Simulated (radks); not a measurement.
The numbers below are computed, except where a source is named.
Species: Hg2+. Configuration: [Xe] 4f14 5d8 6p2 (not the ground configuration).

Code: a radial shooting solver on a logarithmic mesh with Libxc functionals. Model: scalar-relativistic Kohn-Sham, BLYP, spin-polarised, spherical densities, finite nucleus; open shells are filled with parallel spins first (spin-orbit coupling, left out, can overturn this in heavy ions); Fermi nuclear charge, rms radius 5.4648 fm.

Energy parts (hartree):
total: -19616.7737
kinetic: 22008.4025
electron-nucleus: -48772.3598
Hartree: 7517.3586
exchange-correlation: -370.1750

Orbitals (lengths in bohr, moments of r in powers of bohr; r(max) is where P^2 peaks):
1s up: occ. 1; eigenvalue (hartree) -3056.596; r(max) 0.01023; <1/r> 97.53; <r^4> 3.995e-07
1s down: occ. 1; eigenvalue (hartree) -3056.595; r(max) 0.01023; <1/r> 97.53; <r^4> 3.995e-07
2s up: occ. 1; eigenvalue (hartree) -542.7085; r(max) 0.05915; <1/r> 22.88; <r^4> 0.00005824
2s down: occ. 1; eigenvalue (hartree) -542.7014; r(max) 0.05915; <1/r> 22.89; <r^4> 0.00005824
2p up: occ. 3; eigenvalue (hartree) -468.3328; r(max) 0.04906; <1/r> 20.28; <r^4> 0.00004759
2p down: occ. 3; eigenvalue (hartree) -468.3265; r(max) 0.04906; <1/r> 20.28; <r^4> 0.00004759
3s up: occ. 1; eigenvalue (hartree) -129.6376; r(max) 0.1668; <1/r> 8.484; <r^4> 0.002100
3s down: occ. 1; eigenvalue (hartree) -129.6342; r(max) 0.1668; <1/r> 8.484; <r^4> 0.002100
3p up: occ. 3; eigenvalue (hartree) -108.1383; r(max) 0.1664; <1/r> 7.721; <r^4> 0.002319
3p down: occ. 3; eigenvalue (hartree) -108.1346; r(max) 0.1664; <1/r> 7.721; <r^4> 0.002319
3d up: occ. 5; eigenvalue (hartree) -85.46972; r(max) 0.1355; <1/r> 7.260; <r^4> 0.001781
3d down: occ. 5; eigenvalue (hartree) -85.46409; r(max) 0.1355; <1/r> 7.260; <r^4> 0.001781
4s up: occ. 1; eigenvalue (hartree) -29.36869; r(max) 0.3757; <1/r> 3.643; <r^4> 0.04668
4s down: occ. 1; eigenvalue (hartree) -29.36077; r(max) 0.3757; <1/r> 3.642; <r^4> 0.04668
4p up: occ. 3; eigenvalue (hartree) -22.31644; r(max) 0.3957; <1/r> 3.285; <r^4> 0.06253
4p down: occ. 3; eigenvalue (hartree) -22.30887; r(max) 0.3957; <1/r> 3.285; <r^4> 0.06249
4d up: occ. 5; eigenvalue (hartree) -13.93706; r(max) 0.4027; <1/r> 2.947; <r^4> 0.08575
4d down: occ. 5; eigenvalue (hartree) -13.92832; r(max) 0.4027; <1/r> 2.947; <r^4> 0.08558
4f up: occ. 7; eigenvalue (hartree) -4.64687; r(max) 0.3663; <1/r> 2.534; <r^4> 0.1588
4f down: occ. 7; eigenvalue (hartree) -4.63530; r(max) 0.3663; <1/r> 2.536; <r^4> 0.1570
5s up: occ. 1; eigenvalue (hartree) -5.46432; r(max) 0.8269; <1/r> 1.510; <r^4> 1.178
5s down: occ. 1; eigenvalue (hartree) -5.41877; r(max) 0.8256; <1/r> 1.514; <r^4> 1.169
5p up: occ. 3; eigenvalue (hartree) -3.55214; r(max) 0.9255; <1/r> 1.292; <r^4> 2.121
5p down: occ. 3; eigenvalue (hartree) -3.49839; r(max) 0.9238; <1/r> 1.295; <r^4> 2.103
5d up: occ. 5; eigenvalue (hartree) -1.39477; r(max) 1.137; <1/r> 0.9528; <r^4> 7.876
5d down: occ. 3; eigenvalue (hartree) -1.33245; r(max) 1.135; <1/r> 0.9556; <r^4> 7.847
6p up: occ. 2; eigenvalue (hartree) -0.69457; r(max) 2.460; <1/r> 0.4542; <r^4> 109.3
6p down: occ. 0; eigenvalue (hartree) -0.63803; r(max) 2.476; <1/r> 0.4460; <r^4> 120.5

The highest occupied level is 6p up at -18.900 eV. Summed over all electrons, <r^2> = 51.98 bohr^2, which gives a Langevin (diamagnetic) susceptibility term of -41.2 x 10^-6 cm^3/mol.
